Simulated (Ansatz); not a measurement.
The same molecule with X = C, Si, Ge, Sn. Ansatz, PBE0-D4/def2-TZVP geometries, multiplicity 1.

Elements past krypton have def2 core potentials. Scalar relativity is left out up to krypton.

```json
{"X": "Si", "molecule": "`F[Si](Cl)(Cl)Cl`", "mean X–Cl bond length / Å": "2.014", "mean X–F bond length / Å": "1.575", "HOMO–LUMO gap (B3LYP/def2-TZVPP) / eV": "8.80", "HOMO energy (PBE0/def2-TZVPP) / eV": "-9.63", "HOMO energy (B3LYP/def2-TZVPP) / eV": "-9.32"}
{"X": "Ge", "molecule": "`[F][Ge]([Cl])([Cl])[Cl]`", "mean X–Cl bond length / Å": "2.106", "mean X–F bond length / Å": "1.711", "HOMO–LUMO gap (B3LYP/def2-TZVPP) / eV": "7.13", "HOMO energy (PBE0/def2-TZVPP) / eV": "-9.82", "HOMO energy (B3LYP/def2-TZVPP) / eV": "-9.51"}
{"X": "Sn", "molecule": "`[F][Sn]([Cl])([Cl])[Cl]`", "mean X–Cl bond length / Å": "2.279", "mean X–F bond length / Å": "1.892", "HOMO–LUMO gap (B3LYP/def2-TZVPP) / eV": "6.13", "HOMO energy (PBE0/def2-TZVPP) / eV": "-9.95", "HOMO energy (B3LYP/def2-TZVPP) / eV": "-9.64"}
```

(1) Give the row for X = C, `FC(Cl)(Cl)Cl`. (Best estimate.)

Answers

(1) Computed: 
| X | molecule | mean X–Cl bond length / Å | mean X–F bond length / Å | HOMO–LUMO gap (B3LYP/def2-TZVPP) / eV | HOMO energy (PBE0/def2-TZVPP) / eV | HOMO energy (B3LYP/def2-TZVPP) / eV |
| --- | --- | --- | --- | --- | --- | --- |
| C | `FC(Cl)(Cl)Cl` | 1.760 | 1.333 | 7.40 | -9.12 | -8.83 |

From C to Sn the mean X–Cl bond length rises at each step, by 0.519 Å in all; the mean X–F bond length rises at each step, by 0.559 Å in all; the HOMO–LUMO gap (B3LYP/def2-TZVPP) isn't monotonic: highest at Si, lowest at Sn; the HOMO energy (PBE0/def2-TZVPP) falls at each step, by 0.83 eV in all; the HOMO energy (B3LYP/def2-TZVPP) falls at each step, by 0.81 eV in all. Bonds lengthen as the atom grows down the group.

B3LYP here is the variant with VWN-RPA as its local correlation; programs differ in this.
